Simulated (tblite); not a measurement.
Here is a computed GFN2-xTB geometry (Å):
```
atom  x, y, z in Å
O1    -1.510    1.076    1.450
C2    -1.326    1.126    0.270
C3    -0.855   -0.022   -0.587
C4    -0.530   -1.281    0.189
S5     0.934   -1.093    1.272
Si6    2.023    0.267    0.040
S7     0.593    0.590   -1.535
H8    -1.458    2.057   -0.312
H9    -1.619   -0.231   -1.344
H10   -1.357   -1.528    0.854
H11   -0.339   -2.115   -0.486
H12    3.178   -0.353   -0.580
H13    2.262    1.508    0.753
```

Charge 0, singlet.

Q: Which heavy atoms are bonded, and with what formal order?

A: O1–C2 1.20 Å (double); C2–C3 1.51 Å (single); C3–C4 1.51 Å (single); C4–S5 1.83 Å (single); S5–Si6 2.13 Å (single); Si6–S7 2.15 Å (single); C3–S7 1.84 Å (single). Bonds to hydrogen (Å): C2–H8 1.11; C3–H9 1.09; C4–H10 1.09; C4–H11 1.09; Si6–H12 1.45; Si6–H13 1.45.

Q: Write the SMILES.

A: `O=C[C@@H]1CS[SiH2]S1`, C3H6OS2Si. Among its features: aldehyde and Si–H bond.

Q: What is the point group of this geometry?

A: C1 (no symmetry element, even within 0.4 Å).

Q: Which rings does it hold (smallest set)?

A: C3–C4–S5–Si6–S7 (5 members, 0.21 Å rms from planarity).

Q: Classify the heavy atoms.

A: O1: aldehyde oxygen; C2: aldehyde carbon; C3: sp3 carbon bound to sulfur; C4: sp3 carbon bound to sulfur; S5: sulfur bonded to C and Si; Si6: SiH2 silicon; S7: sulfur bonded to C and Si.

Q: What is the arrangement about C4?

A: It has 4 neighbours (C3, S5, H10, H11) and is distorted tetrahedral (angles from 105.6° to 112.9°).

Q: What is the arrangement about C3?

A: It has 4 neighbours (C2, C4, S7, H9) and is distorted tetrahedral (angles from 104.9° to 114.1°).
